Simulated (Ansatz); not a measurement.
A nudged elastic band was laid between two geometries of C$_{2}$H$_{5}$AlBF (10 atoms, charge 0, multiplicity 1).

Theory: RKS BLYP/def2-SVP in Ansatz.

| Item | Value |
| --- | --- |
| movable images | 9 |
| climbing image | from the first iteration |
| spring | 5.0 eV/Å² |
| optimiser | fire |
| start path | through a guess of the saddle point |
| force threshold | 0.03 eV/Å |
| iteration limit | 60 |
| end points | relaxed |

Image 0:

```xyz
10
Properties=species:S:1:pos:R:3
B -1.487 -0.585 -0.386
C -0.050 -0.162 0.050
C 0.670 -1.041 0.817
Al 0.817 1.539 -0.407
F 0.006 2.682 -1.337
H -2.197 0.140 -1.052
H -1.917 -1.675 -0.051
H 1.696 -0.838 1.182
H 0.256 -2.023 1.121
H 2.288 1.912 0.066
```

Image 10:

```xyz
10
Properties=species:S:1:pos:R:3
B -1.480 -0.583 -0.383
C -0.045 -0.164 0.054
C 0.674 -1.045 0.820
Al 0.741 1.564 -0.451
F 2.307 1.885 0.087
H -2.186 0.144 -1.056
H -1.921 -1.668 -0.049
H 1.700 -0.843 1.183
H 0.255 -2.026 1.120
H 0.038 2.686 -1.322
```

Question: What changes between the two ends?

Answer: No bond is made or broken. The dihedral C3–C2–Al4–F5 goes from -180 to 0°.

Question: What energy profile does the band end with?

Answer: It converged. The highest image is number 5 of 0 to 10, 1.5 kcal/mol above the first end and 1.9 kcal/mol above the last; the last end lies 0.4 kcal/mol below the first. The order of the stationary point at the top wasn't checked.

```tsv
image	path coordinate (Å)	energy (kcal/mol)	dihedral C3–C2–Al4–F5 (°)
0	0.00	0.0	-180
1	0.54	0.2	-162
2	1.08	0.6	-144
3	1.62	1.1	-127
4	2.16	1.4	-110
5	2.70	1.5	-93
6	3.27	1.2	-74
7	3.84	0.8	-55
8	4.42	0.3	-36
9	4.99	-0.2	-18
10	5.56	-0.4	0
```

Question: What is the geometry of the highest image?

Answer: 
```xyz
10
Properties=species:S:1:pos:R:3
B -1.330 -0.698 -0.584
C -0.028 -0.166 0.088
C 0.536 -0.931 1.074
Al 0.803 1.516 -0.498
F 0.313 2.961 0.218
H -1.882 -0.093 -1.487
H -1.823 -1.750 -0.219
H 1.466 -0.656 1.609
H 0.087 -1.889 1.400
H 1.941 1.655 -1.597
```

The band took 47 iterations and roughly 21 core-minutes.

Time of the run: 11 min on 2 threads of Arm Neoverse V1 (shared host), peak memory 0.13 GiB.
